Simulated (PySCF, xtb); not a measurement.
Si(CF3)(Cl)2(H) (CHCl2F3Si), SMILES FC(F)(F)[SiH](Cl)Cl.

GFN2-xTB in xtb at its own geometry gives an orbital gap of 5.89 eV and a dipole moment of 3.37 D.

Geometry optimised at ωB97X-D3(BJ)/def2-SVP.

### Question
What does r2SCAN/def2-TZVP in PySCF give? (Estimate from the structure and the level; the computed values follow.)

### Answer
gap 7.32 eV (levels -8.31 and -0.99 eV), dipole 1.40 D.
